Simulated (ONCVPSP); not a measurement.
# selenium (Se): variants of one ONCV potential

Base potential:

- Element: Se (Z = 34)
- Generator: ONCVPSP 4.0.1
- Type: optimised norm-conserving Vanderbilt (ONCV)
- Functional: LDA (Perdew-Wang 92)
- Relativity: scalar-relativistic
- Frozen core: [Ne]
- Valence charge: 24
- Reference configuration: 3s2 3p6 3d10 4s2 4p4
- Partial waves: 3s+4s: rc 0.80 bohr, ncon 5, nbas 8, qcut 17.6 1/bohr, 2 projectors; 3p+4p: rc 0.90 bohr, ncon 4, nbas 7, qcut 16.5 1/bohr, 2 projectors; 3d: rc 0.80 bohr, ncon 4, nbas 8, qcut 20.1 1/bohr, local
- Local potential: the d channel
- Core correction: Teter function, fcfact 3.75, rcfact 1.8

Cutoffs, loose and tight: the cutoffs (Ha) at which the residual kinetic energy of the hardest occupied pseudo-wave falls to 1 and 0.1 mHa per electron. They do not see the model core or the augmentation charge, which bear on the density cutoff. Test errors are all-electron minus pseudo excitation energies from the reference, over the configurations 3s2 3p6 3d10 4s2 4p3; 3s2 3p6 3d10 4s2 4p2; 3s2 3p6 3d10 4s2 4p1; 3s1 3p6 3d10 4s2 4p4. A dash means not determined; rows that change the core or the reference have their own tests.

A true bound ghost makes a file unfit for plane-wave use even where its test errors are small: the radial tests pick states by their node count and pass the ghost by.

```tsv
change	outcome	cutoff, loose	cutoff, tight	bound ghosts	GHOST(+) flags above zero	largest test error (meV)
base	generated	162 Ha	179 Ha	s	none	-116
core correction Teter function, fcfact 1.5, rcfact 1.8	generated	162 Ha	179 Ha	s	none	-112
```

(1) What comes out with this change to the base: all radii but the core radius scaled by about 1.15 (s 0.92, p 1.04, d 0.92 bohr)?

(2) What comes out with this change to the base: s: rc 0.96?

## Answers

(1) outcome: generated; cutoff, loose: 144 Ha; cutoff, tight: 162 Ha; bound ghosts: s; GHOST(+) flags above zero: none; largest test error (meV): -191.

(2) outcome: generated; cutoff, loose: 162 Ha; cutoff, tight: 179 Ha; bound ghosts: s; GHOST(+) flags above zero: none; largest test error (meV): -135.
